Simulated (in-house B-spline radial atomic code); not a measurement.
Configurations of Zr, with energies counted from [Kr] 4d2 5s2. Level of theory: scalar-relativistic (X2C) LDA VWN5, spin-polarised, spherical fractional occupations, Fermi nucleus of rms radius 4.2694 fm; calculated with a B-spline radial code for spherical atoms. Shells without spins written out take the highest spin.

Occupations are held fixed; configurations that lie above the ionisation limit could autoionise.

| configuration | E - E(ref) (eV) | highest orbital | its <r> (bohr) |
| --- | --- | --- | --- |
| [Kr] 4d3 5s1 | 0.046222 | 4d up | 2.476 |
| [Kr] 4d(1 up, 1 down) 5s2 | 0.52115 | 4d up | 2.295 |
| [Kr] 4d(0 up, 1 down) 5s2 5p(1 up, 0 down) | 3.4192 | 5p up | 4.593 |
| [Kr] 4d1 5s2 6p1 | 6.3605 | 6p up | 11.22 |
| [Ar] 3d9 4s2 4p6 4d2 5s2 5p1 | 183.84 | 5p up | 4.315 |
| [Ar] 3d9 4s2 4p6 4d2 5s2 6p1 | 187.11 | 6p up | 10.96 |
| [Ar] 3d(5 up, 4 down) 4s2 4p6 4d(1 up, 1 down) 5s2 6d(1 up, 0 down) | 188.65 | 6d up | 18.05 |

**Question.** Order these further configurations by energy, lowest first.
A. [Kr] 4d(0 up, 2 down) 4f(1 up, 0 down) 5s(1 up, 0 down)
B. [Ar] 3d9 4s2 4p6 4d2 5s2 5d1
C. [Kr] 4d1 5s2 5f1
D. [Kr] 4d2 5s1 6f1
E. [Kr] 4d(1 up, 0 down) 5s2 6p(0 up, 1 down)

**Answer.** D (6.2354 eV), E (6.3802 eV), A (6.5288 eV), C (7.5228 eV), B (187.18 eV).

**Question.** How far above the reference does [Ar] 3d10 4s2 4p5 4d2 5s2 6s1 lie?

**Answer.** 34.53 eV; its least bound orbital is 6s up with <r> = 8.655 bohr.

**Question.** How far above the reference does [Kr] 4d1 5s2 5d1 lie?

**Answer.** 6.4358 eV; its least bound orbital is 5d up with <r> = 9.343 bohr.

**Question.** How far above the reference does [Ar] 3d9 4s2 4p6 4d3 5s2 lie?

**Answer.** 178.88 eV; its least bound orbital is 5s down with <r> = 3.728 bohr.
